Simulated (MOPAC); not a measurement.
Job for MOPAC: AM1 on BF2H (SMILES FBF), a point of a bond scan (R = 1.318 Å).

```
AM1 1SCF PRECISE CHARGE=0 THREADS=1
BF2H

B     -0.23542436 1    -0.38535740 1     0.08189990 1
H     -0.84419732 1    -1.38183527 1     0.29368107 1
F      0.89919528 1    -0.13880538 1     0.70491879 1
F     -0.67460427 1     0.50643007 1    -0.78304996 1
```

The log:

```
*******************************************************************************
 **                                                                           **
 **                              MOPAC v23.2.5                                **
 **                                                                           **
 *******************************************************************************
 ** MOPAC's Digital Object Identifier: https://doi.org/10.5281/zenodo.6511958 **
 **                                                                           **
 ** Please cite the open-source release paper for use of this MOPAC version:  **
 ** J. E. Moussa and J. J. P. Stewart (2026)                                  **
 ** MOPAC: An open-source semiempirical molecular orbital program             **
 ** J. Open Source Softw., 11(119), 8025, https://doi.org/10.21105/joss.08025 **
 *******************************************************************************

                              AM1 CALCULATION RESULTS

 *******************************************************************************
 *  AM1        - The AM1 Hamiltonian to be used
 *
 *
 *
 *                 CHARGE ON SYSTEM = 0
 *
 *
 *
 *  PRECISE    - TIGHTER CRITERIA TO BE USED
 *  1SCF       - DO 1 SCF AND THEN STOP
 *  THREADS=1  - MULTI-THREADING NOT USED
 *  T=         - A TIME OF 172800.0 SECONDS REQUESTED
 *  DUMP=N     - RESTART FILE WRITTEN EVERY 7200.0 SECONDS REQUESTED
 *******************************************************************************
AM1 1SCF PRECISE CHARGE=0 THREADS=1
 BF2H

   ATOM   CHEMICAL          X               Y               Z
  NUMBER   SYMBOL      (ANGSTROMS)     (ANGSTROMS)     (ANGSTROMS)

     1       B         -0.23542436  *  -0.38535740  *   0.08189990  *
     2       H         -0.84419732  *  -1.38183527  *   0.29368107  *
     3       F          0.89919528  *  -0.13880538  *   0.70491879  *
     4       F         -0.67460427  *   0.50643007  *  -0.78304996  *



          CARTESIAN COORDINATES

    NO.       ATOM           X           Y           Z

     1         B         -0.2354     -0.3854      0.0819
     2         H         -0.8442     -1.3818      0.2937
     3         F          0.8992     -0.1388      0.7049
     4         F         -0.6746      0.5064     -0.7830

  H: (AM1): M.J.S. DEWAR ET AL, J. AM. CHEM. SOC. 107 3902-3909 (1985)
  B: (AM1): M.J.S. DEWAR ET AL, ORGANOMETALLICS, 7, 513-521 (1988)
  F: (AM1): M.J.S. DEWAR AND E. G. ZOEBISCH, THEOCHEM, 180, 1 (1988).

           Empirical Formula: H B F2  =     4 atoms



      MOLECULAR POINT GROUP   :   C2v


      RHF CALCULATION, NO. OF DOUBLY OCCUPIED LEVELS = 9


 -------------------------------------------------------------------------------
 AM1 1SCF PRECISE CHARGE=0 THREADS=1
 BF2H



     1SCF WAS SPECIFIED, SO BFGS WAS NOT USED
     SCF FIELD WAS ACHIEVED


                              AM1 CALCULATION
                                                       MOPAC v23.2.5 Linux




          FINAL HEAT OF FORMATION =       -181.38280 KCAL/MOL =    -758.90562 KJ/MOL


          COSMO AREA              =         71.10 SQUARE ANGSTROMS
          COSMO VOLUME            =         52.60 CUBIC ANGSTROMS

          IONIZATION POTENTIAL    =         12.564839 EV
          HOMO LUMO ENERGIES (EV) =        -12.565  1.851
          NO. OF FILLED LEVELS    =          9
          MOLECULAR WEIGHT        =         49.8147         POINT GROUP:  C2v

          MOLECULAR DIMENSIONS (Angstroms)

            Atom       Atom       Distance
            F     4    F     3     2.25992
            H     2    F     4     1.86463
            B     1    H     2     0.00000


          SCF CALCULATIONS        =          1





   ATOM   CHEMICAL          X               Y               Z
  NUMBER   SYMBOL      (ANGSTROMS)     (ANGSTROMS)     (ANGSTROMS)

     1       B         -0.23542436  *  -0.38535740  *   0.08189990  *
     2       H         -0.84419732  *  -1.38183527  *   0.29368107  *
     3       F          0.89919528  *  -0.13880538  *   0.70491879  *
     4       F         -0.67460427  *   0.50643007  *  -0.78304996  *

                             CARTESIAN COORDINATES

   1    B       -0.235424360    -0.385357400     0.081899900
   2    H       -0.844197320    -1.381835270     0.293681070
   3    F        0.899195280    -0.138805380     0.704918790
   4    F       -0.674604270     0.506430070    -0.783049960


           Empirical Formula: H B F2  =     4 atoms



      MOLECULAR POINT GROUP   :   C2v


                  EIGENVALUES
 -50.73078 -49.70918 -22.28238 -17.67124 -17.42939 -16.87139 -14.62970 -14.53906
 -12.56484   1.85146   1.94010   6.04427   6.80019


              NET ATOMIC CHARGES AND DIPOLE CONTRIBUTIONS

  ATOM NO.   TYPE          CHARGE      No. of ELECS.   s-Pop       p-Pop
    1          B           0.298842        2.7012     1.12293     1.57823
    2          H           0.037412        0.9626     0.96259
    3          F          -0.168127        7.1681     1.88226     5.28586
    4          F          -0.168127        7.1681     1.88226     5.28586
 DIPOLE           X         Y         Z       TOTAL
 POINT-CHG.    -0.671    -1.098     0.233     1.308
 HYBRID         0.140     0.229    -0.049     0.273
 SUM           -0.531    -0.869     0.185     1.035


          ATOMIC ORBITAL ELECTRON POPULATIONS

     Atom    s        px        py        pz
    1  B   1.12293   0.53447   0.61027   0.43349
    2  H   0.96259
    3  F   1.88226   1.58325   1.92006   1.78256
    4  F   1.88226   1.86682   1.72976   1.68929

 **********************
 *                    *
 * JOB ENDED NORMALLY *
 *                    *
 **********************




 == MOPAC DONE ==
```

The run finished.

Cost: very roughly 0.020 core-seconds.
